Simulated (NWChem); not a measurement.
The numbers come from NWChem runs, not from measurements. System: H₅BGe, charge 0, spin multiplicity 1, at a geometry optimised with B3LYP/def2-SVP. The structure started from a generated list of species. Level: G0W0@PBE0/def2-TZVPP, RI basis def2-tzvpp-rifit.

Part of the output:

```
             Northwest Computational Chemistry Package (NWChem) 7.3.0
             --------------------------------------------------------

                                NWChem Input Module
                                -------------------

 Scaling coordinates for geometry "geometry" by  1.889725989
 (inverse scale =  0.529177249)

                             Geometry "geometry" -> ""
                             -------------------------

 Output coordinates in angstroms (scale by  1.889725989 to convert to a.u.)

  No.       Tag          Charge          X              Y              Z
 ---- ---------------- ---------- -------------- -------------- --------------
    1 B                    5.0000    -1.68857900    -0.08447600    -0.38981700
    2 Ge                  32.0000     0.32600700     0.01504500     0.07000400
    3 H                    1.0000     1.16301800    -1.15848500    -0.48449800
    4 H                    1.0000     0.97639600     1.33532600    -0.40324900
    5 H                    1.0000     0.46053800    -0.01680200     1.61455300
    6 H                    1.0000    -2.38128500     0.89629800    -0.28181700
    7 H                    1.0000    -2.20800000    -1.11539000    -0.73603100

 Effective nuclear repulsion energy (a.u.)      94.3192344165

            Nuclear Dipole moment (a.u.)
            ----------------------------
        X                 Y               Z
 ---------------- ---------------- ----------------
    -0.0000075589     0.0000132281     0.0000018897


 Summary of "ao basis" -> "" (spherical)
 ------------------------------------------------------------------------------
       Tag                 Description            Shells   Functions and Types
 ---------------- ------------------------------  ------  ---------------------
 *                         def2-tzvpp                 on all atoms

 new library libraries.bse/

 Summary of "ri basis" -> "" (spherical)
 ------------------------------------------------------------------------------
       Tag                 Description            Shells   Functions and Types
 ---------------- ------------------------------  ------  ---------------------
 *                      def2-tzvpp-rifit              on all atoms

                                 NWChem DFT Module
                                 -----------------

 Summary of "ao basis" -> "ao basis" (spherical)
 ------------------------------------------------------------------------------
       Tag                 Description            Shells   Functions and Types
 ---------------- ------------------------------  ------  ---------------------
 B                         def2-tzvpp               11       31   5s3p2d1f
 Ge                        def2-tzvpp               16       48   6s5p4d1f
 H                         def2-tzvpp                6       14   3s2p1d

 Summary of "ao basis" -> "ao basis" (spherical)
 ------------------------------------------------------------------------------
       Tag                 Description            Shells   Functions and Types
 ---------------- ------------------------------  ------  ---------------------
 B                         def2-tzvpp               11       31   5s3p2d1f
 Ge                        def2-tzvpp               16       48   6s5p4d1f
 H                         def2-tzvpp                6       14   3s2p1d

            General Information
            -------------------
          SCF calculation type: DFT
          Wavefunction type:  closed shell.
          No. of atoms     :     7
          No. of electrons :    42
           Alpha electrons :    21
            Beta electrons :    21
          Charge           :     0
          Spin multiplicity:     1
          Use of symmetry is: off; symmetry adaption is: off
          Maximum number of iterations: 100
          This is a Direct SCF calculation.
          AO basis - number of functions:   149
                     number of shells:    57
          Convergence on energy requested:  1.00D-06
          Convergence on density requested:  1.00D-05
          Convergence on gradient requested:  5.00D-04

              XC Information
              --------------
                         PBE0 Method XC Functional
[...]
  ----- ------------  ---------------      ----- ------------  ---------------
    49      0.306888  2 Ge pz               109      0.261488  5 H  s
    52      0.180150  2 Ge pz                95     -0.177077  4 H  s
   108      0.150486  5 H  s                110      0.150978  5 H  s
    43     -0.149480  2 Ge pz                94     -0.102561  4 H  s
    96     -0.099910  4 H  s                 47     -0.096520  2 Ge px

 Vector   20  Occ=2.000000D+00  E=-3.370765D-01
              MO Center=  2.3D-01, -1.1D-01, -3.0D-01, r^2= 3.6D+00
   Bfn.  Coefficient  Atom+Function         Bfn.  Coefficient  Atom+Function
  ----- ------------  ---------------      ----- ------------  ---------------
    48      0.280263  2 Ge py                81     -0.232695  3 H  s
    95      0.186259  4 H  s                 51      0.169636  2 Ge py
     7     -0.142781  1 B  py                82     -0.140946  3 H  s
    80     -0.136800  3 H  s                 42     -0.135504  2 Ge py
    96      0.114090  4 H  s                 94      0.109227  4 H  s

 Vector   21  Occ=2.000000D+00  E=-3.073179D-01
              MO Center= -6.8D-01, -3.0D-02, -1.3D-01, r^2= 2.9D+00
   Bfn.  Coefficient  Atom+Function         Bfn.  Coefficient  Atom+Function
  ----- ------------  ---------------      ----- ------------  ---------------
    47      0.321131  2 Ge px                 6     -0.283411  1 B  px
     9     -0.220285  1 B  px                50      0.201670  2 Ge px
    41     -0.151669  2 Ge px                49      0.106317  2 Ge pz
   109      0.101968  5 H  s                137      0.097023  7 H  s
   123      0.095191  6 H  s                  4     -0.085713  1 B  s

 Vector   22  Occ=0.000000D+00  E=-8.956468D-02
              MO Center= -1.5D+00, -6.3D-02, -3.3D-01, r^2= 2.8D+00
   Bfn.  Coefficient  Atom+Function         Bfn.  Coefficient  Atom+Function
  ----- ------------  ---------------      ----- ------------  ---------------
    14      0.365718  1 B  pz                 8      0.338434  1 B  pz
    11      0.333584  1 B  pz               110     -0.204362  5 H  s
    96      0.129945  4 H  s                109     -0.091480  5 H  s
    13     -0.088266  1 B  py                 7     -0.081555  1 B  py
    10     -0.080779  1 B  py                52      0.072584  2 Ge pz

 Vector   23  Occ=0.000000D+00  E= 3.781008D-02
              MO Center=  2.1D-01,  3.5D-02,  1.4D-01, r^2= 6.6D+00
   Bfn.  Coefficient  Atom+Function         Bfn.  Coefficient  Atom+Function
  ----- ------------  ---------------      ----- ------------  ---------------
    37      2.947626  2 Ge s                  5     -1.826062  1 B  s
   110     -0.902537  5 H  s                 96     -0.789475  4 H  s
    82     -0.677753  3 H  s                 12     -0.667515  1 B  px
     4      0.402955  1 B  s                  9     -0.328308  1 B  px
    14     -0.195301  1 B  pz                36      0.196021  2 Ge s

 Vector   24  Occ=0.000000D+00  E= 5.420719D-02
              MO Center= -4.5D-02, -1.2D-01,  9.5D-03, r^2= 5.3D+00
   Bfn.  Coefficient  Atom+Function         Bfn.  Coefficient  Atom+Function
  ----- ------------  ---------------      ----- ------------  ---------------
    82      1.241530  3 H  s                 51      1.158742  2 Ge py
   138      0.726697  7 H  s                 96     -0.661687  4 H  s
    37     -0.557984  2 Ge s                 52      0.521419  2 Ge pz
     4      0.408988  1 B  s                 12      0.406712  1 B  px
     5     -0.385795  1 B  s                 13      0.344523  1 B  py

 center of mass
 --------------
 x =   0.07359901 y =   0.00257544 z =   0.01239004

 moments of inertia (a.u.)
 ------------------
          39.258545423574          -7.883303900641         -39.316277465221
          -7.883303900641         206.985606396049          -3.599848310480
         -39.316277465221          -3.599848310480         205.641180384977

     Multipole analysis of the density
     ---------------------------------

     L   x y z        total         alpha         beta         nuclear
     -   - - -        -----         -----         ----         -------
     0   0 0 0     -0.000000    -21.000000    -21.000000     42.000000

     1   1 0 0     -0.184914     -0.092453     -0.092453     -0.000008
     1   0 1 0     -0.009366     -0.004690     -0.004690      0.000013
     1   0 0 1     -0.061194     -0.030598     -0.030598      0.000002

     2   2 0 0    -21.070907    -65.389342    -65.389342    109.707776
     2   1 1 0      0.071060     -2.013091     -2.013091      4.097243
     2   1 0 1     -0.202059    -11.000055    -11.000055     21.798051
     2   0 2 0    -20.869490    -19.747785    -19.747785     18.626081
     2   0 1 1     -0.291739     -1.507177     -1.507177      2.722616
     2   0 0 2    -19.683059    -17.951232    -17.951232     16.219404

 Task  times  cpu:       39.1s     wall:       39.1s

                                NWChem Input Module
                                -------------------

                                 NWChem GW Module
                                 ----------------

                             ***********************
                             ***        GW       ***
                             ***********************

 Summary of "ri basis" -> "ri basis" (spherical)
 ------------------------------------------------------------------------------
       Tag                 Description            Shells   Functions and Types
 ---------------- ------------------------------  ------  ---------------------
 B                      def2-tzvpp-rifit            22       76   8s6p4d3f1g
 Ge                     def2-tzvpp-rifit            37      159   10s9p8d5f4g1h
 H                      def2-tzvpp-rifit            10       30   4s3p2d1f

                 Memory Information
                 ------------------
          Available GA per process is          1699.8 MBs
          Available stack per process is        700.0 MBs
          Available heap per process is           0.0 MBs

          Peak memory in Initialization
              Peak GA per process is                 11.4 MBs
              Peak stack per process is               0.3 MBs
              Peak heap per process is               11.9 MBs
              Memory not in MA per process            0.0 MBs

          Peak memory in AFF Calculation
              Peak GA per process is                 73.0 MBs
              Peak stack per process is              55.1 MBs
              Peak heap per process is                0.0 MBs
              Memory not in MA per process           55.1 MBs

          Computing 2-center integrals
          Computing Inverse Cholesky factor
          Computing 3-center integrals
          Computing V_xc ...

          Computing Sigma_x
          Computing RPA polarizability
          Solving quasiparticle equations

                  Alpha Orbitals
          State     Energy (eV)     Error (eV)
          -----------------------------------
@GW        18        -12.964           0.002
@GW        19        -11.827           0.002
@GW        20        -11.637           0.002
@GW        21        -10.524           0.005
@GW        22         -0.503           0.004
@GW        23          2.815           0.004

   Applying  -2.1611 eV scissor-shift to rest of particle states

   Applying   1.9345 eV scissor-shift to rest of hole states

     GW Timing Statistics
   ------------------------
   Init.   :          0.1s
     ERIs  :          2.2s
     Distr.:          0.0s
     Vxc   :          4.9s
   Sigma_x :          0.0s
   RPA     :          5.9s
   Wmn     :          0.1s
   Sigma_c :          0.1s
   GW total:         13.3s

 Task  times  cpu:       13.3s     wall:       13.3s

 Total times  cpu:       52.4s     wall:       52.4s
```

Write an NWChem input that would produce this output.

This is not unique; one that fits is 
```
start mol
memory heap 200 mb stack 700 mb global 1700 mb
geometry units angstroms nocenter noautoz noautosym
  B     -1.688579    -0.084476    -0.389817
  Ge     0.326007     0.015045     0.070004
  H      1.163018    -1.158485    -0.484498
  H      0.976396     1.335326    -0.403249
  H      0.460538    -0.016802     1.614553
  H     -2.381285     0.896298    -0.281817
  H     -2.208000    -1.115390    -0.736031
end
basis spherical
  * library def2-tzvpp
end
basis "ri basis" bse spherical
  * library def2-tzvpp-rifit
end
dft
  xc pbe0
  iterations 100
  direct
  tolerances tight
end
task dft energy
gw
  states alpha occ 4 vir 2
end
task dft gw
```
